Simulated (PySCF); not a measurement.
iodomethane (CH3I), SMILES CI.

Coordinates come from a B3LYP-D3(BJ)/def2-TZVP optimisation. The def2 effective core potentials stand for the cores of I; spin–orbit coupling is left out.

Vertical ionisation energy (IE) and electron affinity (EA) in eV. Rows of orbital energies are one-electron estimates. Where ΔSCF, EOM or ADC give a negative EA the extra electron is unbound and the value depends on the basis.

| level | IE | EA |
|---|---|---|
| −ε(HOMO), −ε(LUMO), HF/def2-TZVPD (PySCF) | ___ | ___ |
| −ε(HOMO), −ε(LUMO), M06-2X/def2-TZVPD (PySCF) | 8.48 | 0.40 |

Question: Some entries are withheld; supply them. (Estimate from the structure and the level; the computed values follow.)

Answer: 
- −ε(HOMO), −ε(LUMO), HF/def2-TZVPD (PySCF), IE: 9.84
- −ε(HOMO), −ε(LUMO), HF/def2-TZVPD (PySCF), EA: -1.14
